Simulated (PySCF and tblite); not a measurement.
Values are calculated unless marked as measured or tabulated.
C5H9FO, numbered as in [F:1][C@H:2]1[CH2:3][CH2:4][CH2:5][CH2:6][O:7]1.

Conformers came from 90 starts (ETKDG and KDG, MMFF94s, GFN2-xTB); geometries are PBE0-D3(BJ)/def2-SVP. Weights use PBE0-D3(BJ)/def2-TZVP energies plus GFN2-xTB zero-point and thermal terms (modes under about 100 cm⁻¹ blended into free rotors). Symmetry numbers and mirror images are counted. Conformers within 4 kcal/mol (GFN2-xTB free energy) were kept, 7 at most. (PySCF 2.14, tblite 0.8.)

The 6-ring runs over atoms 2–3–4–5–6–7.

```csv
conformer,shape,symmetry,dipole D
1,6-ring chair (F1 axial),C1,1.97
2,6-ring chair (all substituents equatorial),C1,3.01
3,"6-ring twist-boat (ring torsions -61, 29, 32, -69, 35, 29°)",C1,2.44
4,"6-ring twist-boat (ring torsions 26, 29, -60, 29, 31, -61°)",C1,2.31
5,"6-ring twist-boat (ring torsions -30, 62, -35, -26, 61, -29°)",C1,1.91
```

(1) Which of these conformers is the most populated at 298.15 K, and with what share?

(2) Give the DFT energies and free energies relative to the lowest, and all weights.

(3) How does its share change from 180 K to 400 K?

Answers

(1) Conformer 1, about 97 %.

(2) 
| conformer | shape | E(DFT) kcal/mol | G(298.15 K) kcal/mol | weight % |
| --- | --- | --- | --- | --- |
| 1 | 6-ring chair (F1 axial) | 0.00 | 0.00 | 97.0 |
| 2 | 6-ring chair (all substituents equatorial) | 2.29 | 2.12 | 2.7 |
| 3 | 6-ring twist-boat (ring torsions -61, 29, 32, -69, 35, 29°) | 3.98 | 3.79 | 0.2 |
| 4 | 6-ring twist-boat (ring torsions 26, 29, -60, 29, 31, -61°) | 4.28 | 3.99 | 0.1 |
| 5 | 6-ring twist-boat (ring torsions -30, 62, -35, -26, 61, -29°) | 4.79 | 4.45 | 0.1 |

(3) From 100 % to 92 %; the mixing entropy goes from 0.04 to 0.69 cal/(mol K).
